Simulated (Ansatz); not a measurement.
```yaml
crystal:
  periodic: [true, true, true]
  atoms:
    - {symbol: N, position_ang: [1.864461, -0.851544, 2.087727]}
    - {symbol: C, position_ang: [1.175065, -0.649544, 1.189437]}
    - {symbol: Ge, position_ang: [0.049540, -0.361409, -0.319901]}
    - {symbol: C, position_ang: [0.544614, 1.304907, -1.098508]}
    - {symbol: N, position_ang: [0.848646, 2.296119, -1.596563]}
    - {symbol: C, position_ang: [-1.736724, -0.189607, 0.318616]}
    - {symbol: N, position_ang: [-2.823866, -0.110043, 0.685745]}
    - {symbol: H, position_ang: [0.170462, -1.495979, -1.322252]}
basis:
  gaussian: {orbitals: cc-pVTZ}
magnetization: {spin_polarized: true, initial_magnetization: 0}
hamiltonian: {xc: {name: PBE-QIDH}}
scf: {lower_state_search: light}
```

```sh
$ ansatz run in.yaml --threads 4 --pin off --events-out ev --progress --plain --max-ram 10444MiB
```

It prints (some lines left out):

```
Error: YAML parse error: error: line 2 column 3: crystal: missing field `lattice` (a structure is typed as `lattice` and `atoms`, a molecule's as `atoms` in Å alone, or read from a run's directory, `checkpoint`)
 --> <input>:2:3
1 | crystal:
2 |   periodic: [true, true, true]
3 |   atoms:
4 |     - {symbol: N, position_ang: [1.864461, -0.851544, 2.087727]}
```

In this input the molecule is marked periodic without a cell. The program refused the input.
